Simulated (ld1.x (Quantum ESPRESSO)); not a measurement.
Pd: TM pseudisation with LDA (PZ), fully relativistic reference atom.

The input file (ld1.x (Quantum ESPRESSO) 7.5):

```
&input
   title='Pd', zed=46., rel=2, dft='PZ', iswitch=3,
   config='[Kr] 4d10 5s0 5p0', rel_dist='average',
   nld=5, rlderiv=3.55, eminld=-2.0, emaxld=5.0, deld=0.02
 /
 &inputp
   pseudotype=2, tm=.true., lloc=1,
   nlcc=.true., rcore=0.95,
   file_pseudopw='Pd.UPF', file_wfcaegen='ae.wfc', file_wfcncgen='nc.wfc', file_beta='beta', file_chi='chi'
 /
3
5S  1  0   0.00   0.00  2.55  2.55  0.0
4D  3  2  10.00   0.00  1.85  1.85  0.0
5P  2  1   0.00   0.00  3.25  3.25  0.0
 &test
   configts(1)='4d10 5s0 5p0'
 /
```

Command:

```bash
ld1.x < Pd.in > Pd.out
```

The program printed (shortened: banner, matrices, multipoles, cross overlaps and the repeated all-electron block are left out):

```
Program LD1 v.7.5
     --------------------------- All-electron run ----------------------------

     Pd
     dirac relativistic calculation

     atomic number is 46.00
     dft =PZ   lsd =0 sic =0 latt =0  beta=0.20 tr2=1.0E-14
     Exchange-correlation= PZ
                           (   1   1   0   0   0   0   0)
     mesh =1235 r(mesh) =  99.12271 a.u. xmin = -7.00 dx = 0.01250
     1 Ry =  13.60569312 eV, c = 137.03599908

     n l j   nl                  e(Ry)          e(Ha)          e(eV)
     Spin orbit split results
     1 0 0.5 1S 1( 2.00)     -1772.9463      -886.4732    -24122.1638
     2 0 0.5 2S 1( 2.00)      -258.8557      -129.4278     -3521.9108
     2 1 0.5 2P 1( 2.00)      -240.2541      -120.1271     -3268.8239
     2 1 1.5 2P 1( 4.00)      -228.5563      -114.2782     -3109.6673
     3 0 0.5 3S 1( 2.00)       -46.6354       -23.3177      -634.5075
     3 1 0.5 3P 1( 2.00)       -39.2856       -19.6428      -534.5080
     3 1 1.5 3P 1( 4.00)       -37.2462       -18.6231      -506.7605
     4 0 0.5 4S 1( 2.00)        -6.2762        -3.1381       -85.3917
     4 1 0.5 4P 1( 2.00)        -4.0011        -2.0005       -54.4375
     4 1 1.5 4P 1( 4.00)        -3.6706        -1.8353       -49.9411
     3 2 1.5 3D 1( 4.00)       -24.1805       -12.0903      -328.9928
     3 2 2.5 3D 1( 6.00)       -23.7735       -11.8867      -323.4543
     4 2 1.5 4D 1( 4.00)        -0.3368        -0.1684        -4.5827
     4 2 2.5 4D 1( 6.00)        -0.3046        -0.1523        -4.1438
     5 0 0.5 5S 1( 0.00)        -0.2662        -0.1331        -3.6213
     5 1 0.5 5P 1( 0.00)        -0.0310        -0.0155        -0.4223
     5 1 1.5 5P 1( 0.00)        -0.0246        -0.0123        -0.3347
     Averaged results
     1 0     1S 1( 2.00)     -1772.9463      -886.4732    -24122.1638
     2 0     2S 1( 2.00)      -258.8557      -129.4278     -3521.9108
     2 1     2P 1( 6.00)      -232.4556      -116.2278     -3162.7195
     3 0     3S 1( 2.00)       -46.6354       -23.3177      -634.5075
     3 1     3P 1( 6.00)       -37.9260       -18.9630      -516.0097
     4 0     4S 1( 2.00)        -6.2762        -3.1381       -85.3917
     4 1     4P 1( 6.00)        -3.7808        -1.8904       -51.4399
     3 2     3D 1(10.00)       -23.9363       -11.9681      -325.6697
     4 2     4D 1(10.00)        -0.3175        -0.1587        -4.3194
     5 0     5S 1( 0.00)        -0.2662        -0.1331        -3.6213
     5 1     5P 1( 0.00)        -0.0267        -0.0134        -0.3639

     final scf error:  6.7E-15 reached in  22 iterations

     Etot =  -10084.357268 Ry,   -5042.178634 Ha, -137204.670334 eV

     Ekin =   10530.376184 Ry,    5265.188092 Ha,  143273.066822 eV
     Encl =  -24454.201689 Ry,  -12227.100844 Ha, -332716.363746 eV
     Eh   =    4118.278076 Ry,    2059.139038 Ha,   56032.027692 eV
     Exc  =    -278.809838 Ry,    -139.404919 Ha,   -3793.401102 eV

     normalization and overlap integrals

     s(1S/1S) =  1.000000  <r> =   0.0319  <r2> =    0.0014  r(max) =   0.0207
     s(2S/2S) =  1.000000  <r> =   0.1381  <r2> =    0.0225  r(max) =   0.1175
     s(2P/2P) =  1.000000  <r> =   0.1172  <r2> =    0.0169  r(max) =   0.0904
     s(2P/2P) =  1.000000  <r> =   0.1222  <r2> =    0.0182  r(max) =   0.0950
     s(3S/3S) =  1.000000  <r> =   0.3798  <r2> =    0.1652  r(max) =   0.3443
     s(3P/3P) =  1.000000  <r> =   0.3717  <r2> =    0.1607  r(max) =   0.3275
     s(3P/3P) =  1.000000  <r> =   0.3826  <r2> =    0.1701  r(max) =   0.3401
     s(4S/4S) =  1.000000  <r> =   0.9459  <r2> =    1.0161  r(max) =   0.8469
     s(4P/4P) =  1.000000  <r> =   1.0213  <r2> =    1.1995  r(max) =   0.8903
     s(4P/4P) =  1.000000  <r> =   1.0543  <r2> =    1.2791  r(max) =   0.9129
     s(3D/3D) =  1.000000  <r> =   0.3559  <r2> =    0.1513  r(max) =   0.2819
     s(3D/3D) =  1.000000  <r> =   0.3594  <r2> =    0.1541  r(max) =   0.2819
     s(4D/4D) =  1.000000  <r> =   1.5701  <r2> =    3.1537  r(max) =   1.0875
     s(4D/4D) =  1.000000  <r> =   1.6068  <r2> =    3.3212  r(max) =   1.1012
     s(5S/5S) =  1.000000  <r> =   3.3535  <r2> =   13.1400  r(max) =   2.6415
     s(5P/5P) =  1.000000  <r> =   5.7049  <r2> =   40.9885  r(max) =   3.9407
     s(5P/5P) =  1.000000  <r> =   6.0760  <r2> =   46.8944  r(max) =   4.1427

     ------------------------ End of All-electron run ------------------------

     --------------------- Generating NC pseudopotential ---------------------

      Generating local pot.: lloc=1, j= 0.50, matching radius rcloc =   3.2500

      Generating local pot.: lloc=1, j= 1.50, matching radius rcloc =   3.2500

      Computing core charge for nlcc:

       r > 0.96 : true rho core
       r < 0.96 : rho core = a sin(br)/r    a=  14.76  b=   2.41

      Integrated core pseudo-charge :  10.12

     Fully relativistic calculation: |psi|^2

     Wfc 5S LC norm =  0.99996832 SC norm =  0.00003028 missing  0.00000140

     Wfc 4D LC norm =  0.99982539 SC norm =  0.00017460 missing  0.00000001

     Wfc 4D LC norm =  0.99983135 SC norm =  0.00016812 missing  0.00000052

      Wfc   5S  rcut= 2.576  Using Troullier-Martins method

      Wfc   4D  rcut= 1.861  Using Troullier-Martins method

      Wfc   4D  rcut= 1.861  Using Troullier-Martins method

     ------------------- End of pseudopotential generation -------------------

     Computing logarithmic derivative in   3.54355
     Computing logarithmic derivative in   3.54355
     Computing the partial wave expansion
     R is outside the sphere for l=    0 j= 0.50
       no projector for channel:   1
       no projector for channel:   1
     R is outside the sphere for l=    2 j= 1.50
     R is outside the sphere for l=    2 j= 2.50

     ---------------------- Testing the pseudopotential ----------------------

     Pd
     dirac relativistic calculation

     atomic number is 46.00   valence charge is 10.00
     dft =PZ   lsd =0 sic =0 latt =0  beta=0.20 tr2=1.0E-14
     mesh =1235 r(mesh) =  99.12271 xmin = -7.00 dx = 0.01250

     n l  j  nl             e AE (Ry)       e PS (Ry)    De AE-PS (Ry)
     3 2 1.5 4D   1( 4.00)       -0.33682       -0.33682       -0.00000
     3 2 2.5 4D   1( 6.00)       -0.30456       -0.30457        0.00001
     1 0 0.5 5S   1( 0.00)       -0.26616       -0.26616        0.00000
     2 1 0.5 5P   1( 0.00)       -0.03104       -0.02661       -0.00443
     2 1 1.5 5P   1( 0.00)       -0.02460       -0.02661        0.00201

     eps = 4.2E-15  iter = 11

     Etot =  -10084.357268 Ry,   -5042.178634 Ha, -137204.670334 eV
     Etotps =   -75.186415 Ry,     -37.593207 Ha,   -1022.963288 eV

     Ekin =      55.058506 Ry,      27.529253 Ha,     749.109132 eV
     Encl =    -100.685736 Ry,     -50.342868 Ha,   -1369.899230 eV
     Ehrt =      57.709780 Ry,      28.854890 Ha,     785.181560 eV
     Ecxc =     -30.271920 Ry,     -15.135960 Ha,    -411.870460 eV
     (Ecc =     -15.869775 Ry,      -7.934887 Ha,    -215.919282 eV)
     Epseu=     -56.997044 Ry,     -28.498522 Ha,    -775.484290 eV

     ---------------------- End of pseudopotential test ----------------------
```

Generation and configuration tests took about 1.7 s on one core of a shared server CPU.

Transferability test of the new file with ld1.x, input:

```
&input
   title='Pd', zed=46., rel=2, dft='PZ', iswitch=2,
   config='[Kr] 4d10 5s0 5p0', rel_dist='average'
 /
 &test
   file_pseudo='Pd.UPF', nconf=8,
   configts(1)='4d10 5s0 5p0',
   configts(2)='4d9 5s0 5p0',
   configts(3)='4d8 5s0 5p0',
   configts(4)='4d7 5s0 5p0',
   configts(5)='4d8 5s1 5p0',
   configts(6)='4d9 5s1 5p0',
   configts(7)='4d6 5s0 5p0',
   configts(8)='4d9.5 5s0 5p0'
 /
```

```bash
ld1.x < Pd.test.in > Pd.test.out
```

Pseudopotential blocks of its output, shortened (energy terms left out; the distinct warnings before each block abridged to one line each):

```
     ---------------------- Testing the pseudopotential ----------------------

     n l  j  nl             e AE (Ry)       e PS (Ry)    De AE-PS (Ry)
     3 2 1.5 4D   1( 4.00)       -0.33682       -0.33682       -0.00000
     3 2 2.5 4D   1( 6.00)       -0.30456       -0.30457        0.00001
     1 0 0.5 5S   1( 0.00)       -0.26616       -0.26616        0.00000
     2 1 0.5 5P   1( 0.00)       -0.03104       -0.02661       -0.00443
     2 1 1.5 5P   1( 0.00)       -0.02460       -0.02661        0.00201

     eps = 4.9E-16  iter =  9

     Etot =  -10084.357268 Ry,   -5042.178634 Ha, -137204.670334 eV
     Etotps =   -75.186415 Ry,     -37.593208 Ha,   -1022.963292 eV

     ---------------------- End of pseudopotential test ----------------------

          ---------------------- Testing the pseudopotential ----------------------

     n l  j  nl             e AE (Ry)       e PS (Ry)    De AE-PS (Ry)
     3 2 1.5 4D   1( 3.60)       -1.11567       -1.13528        0.01961  !
     3 2 2.5 4D   1( 5.40)       -1.08010       -1.09917        0.01907  !
     1 0 0.5 5S   1( 0.00)       -0.83646       -0.83908        0.00261
     2 1 0.5 5P   1( 0.00)       -0.48319       -0.46903       -0.01415  !
     2 1 1.5 5P   1( 0.00)       -0.46314       -0.46903        0.00589  !

     eps = 6.9E-16  iter =  9

     Etot =  -10083.666881 Ry,   -5041.833441 Ha, -137195.277139 eV
     Etotps =   -74.488135 Ry,     -37.244067 Ha,   -1013.462700 eV
     dEtot_ae =       0.690387 Ry
     dEtot_ps =       0.698281 Ry,   Delta E=      -0.007894 Ry

     ---------------------- End of pseudopotential test ----------------------

          Warning: n=3, l=2 expected 0 nodes, found 1
     ---------------------- Testing the pseudopotential ----------------------

     n l  j  nl             e AE (Ry)       e PS (Ry)    De AE-PS (Ry)
     3 2 1.5 4D   1( 3.20)       -2.04998       -2.10740        0.05743  !
     3 2 2.5 4D   1( 4.80)       -2.01091       -2.06698        0.05607  !
     1 0 0.5 5S   1( 0.00)       -1.51273       -1.53479        0.02206  !
     2 1 0.5 5P   1( 0.00)       -1.06785       -1.05180       -0.01605  !
     2 1 1.5 5P   1( 0.00)       -1.03480       -1.05180        0.01700  !

     eps = 2.7E-15  iter =  7

     Etot =  -10082.117408 Ry,   -5041.058704 Ha, -137174.195486 eV
     Etotps =   -72.901903 Ry,     -36.450952 Ha,    -991.880921 eV
     dEtot_ae =       2.239860 Ry
     dEtot_ps =       2.284512 Ry,   Delta E=      -0.044652 Ry

     ---------------------- End of pseudopotential test ----------------------

          ---------------------- Testing the pseudopotential ----------------------

     n l  j  nl             e AE (Ry)       e PS (Ry)    De AE-PS (Ry)
     3 2 1.5 4D   1( 2.80)       -3.10164       -3.20661        0.10497  !
     3 2 2.5 4D   1( 4.20)       -3.05894       -3.16159        0.10265  !
     1 0 0.5 5S   1( 0.00)       -2.26987       -2.34831        0.07843  !
     2 1 0.5 5P   1( 0.00)       -1.74463       -1.74003       -0.00460
     2 1 1.5 5P   1( 0.00)       -1.69855       -1.74003        0.04149  !

     eps = 1.5E-15  iter =  7

     Etot =  -10079.574905 Ry,   -5039.787453 Ha, -137139.602974 eV
     Etotps =   -70.279715 Ry,     -35.139858 Ha,    -956.204238 eV
     dEtot_ae =       4.782363 Ry
     dEtot_ps =       4.906700 Ry,   Delta E=      -0.124337 Ry

     ---------------------- End of pseudopotential test ----------------------

          ---------------------- Testing the pseudopotential ----------------------

     n l  j  nl             e AE (Ry)       e PS (Ry)    De AE-PS (Ry)
     3 2 1.5 4D   1( 3.20)       -1.36010       -1.39769        0.03759  !
     3 2 2.5 4D   1( 4.80)       -1.32195       -1.35831        0.03636  !
     1 0 0.5 5S   1( 1.00)       -0.94280       -0.94542        0.00262
     2 1 0.5 5P   1( 0.00)       -0.56354       -0.54305       -0.02049  !
     2 1 1.5 5P   1( 0.00)       -0.54049       -0.54305        0.00256

     eps = 1.0E-14  iter = 10

     Etot =  -10083.342926 Ry,   -5041.671463 Ha, -137190.869502 eV
     Etotps =   -74.137934 Ry,     -37.068967 Ha,   -1008.697980 eV
     dEtot_ae =       1.014342 Ry
     dEtot_ps =       1.048481 Ry,   Delta E=      -0.034139 Ry

     ---------------------- End of pseudopotential test ----------------------

          BEWARE! Errors in PS-KS equations
     ---------------------- Testing the pseudopotential ----------------------

     n l  j  nl             e AE (Ry)       e PS (Ry)    De AE-PS (Ry)
     3 2 1.5 4D   1( 3.60)       -0.52833       -0.54394        0.01561  !
     3 2 2.5 4D   1( 5.40)       -0.49351       -0.50851        0.01500  !
     1 0 0.5 5S   1( 1.00)       -0.34250       -0.34033       -0.00217
     2 1 0.5 5P   1( 0.00)       -0.07338       -0.06474       -0.00864  !
     2 1 1.5 5P   1( 0.00)       -0.06390       -0.06474        0.00084

     eps = 4.7E-15  iter = 13

     Etot =  -10084.251534 Ry,   -5042.125767 Ha, -137203.231740 eV
     Etotps =   -75.072426 Ry,     -37.536213 Ha,   -1021.412386 eV
     dEtot_ae =       0.105735 Ry
     dEtot_ps =       0.113989 Ry,   Delta E=      -0.008255 Ry

     ---------------------- End of pseudopotential test ----------------------

          Warning: n=1, l=0 expected 0 nodes, found 1
     ---------------------- Testing the pseudopotential ----------------------

     n l  j  nl             e AE (Ry)       e PS (Ry)    De AE-PS (Ry)
     3 2 1.5 4D   1( 2.40)       -4.25009       -4.40355        0.15346  !
     3 2 2.5 4D   1( 3.60)       -4.20364       -4.35376        0.15012  !
     1 0 0.5 5S   1( 0.00)       -3.09486       -3.30081        0.20595  !
     2 1 0.5 5P   1( 0.00)       -2.49687       -2.52287        0.02600  !
     2 1 1.5 5P   1( 0.00)       -2.43774       -2.52287        0.08513  !

     eps = 5.8E-16  iter =  7

     Etot =  -10075.933234 Ry,   -5037.966617 Ha, -137090.055510 eV
     Etotps =   -66.510279 Ry,     -33.255139 Ha,    -904.918443 eV
     dEtot_ae =       8.424034 Ry
     dEtot_ps =       8.676136 Ry,   Delta E=      -0.252102 Ry

     ---------------------- End of pseudopotential test ----------------------

          ---------------------- Testing the pseudopotential ----------------------

     n l  j  nl             e AE (Ry)       e PS (Ry)    De AE-PS (Ry)
     3 2 1.5 4D   1( 3.80)       -0.70303       -0.71018        0.00715  !
     3 2 2.5 4D   1( 5.70)       -0.66915       -0.67607        0.00692  !
     1 0 0.5 5S   1( 0.00)       -0.53550       -0.53553        0.00003
     2 1 0.5 5P   1( 0.00)       -0.23542       -0.22544       -0.00998  !
     2 1 1.5 5P   1( 0.00)       -0.22193       -0.22544        0.00351

     eps = 6.1E-16  iter =  9

     Etot =  -10084.109410 Ry,   -5042.054705 Ha, -137201.298052 eV
     Etotps =   -74.937023 Ry,     -37.468512 Ha,   -1019.570140 eV
     dEtot_ae =       0.247858 Ry
     dEtot_ps =       0.249392 Ry,   Delta E=      -0.001534 Ry

     ---------------------- End of pseudopotential test ----------------------
```
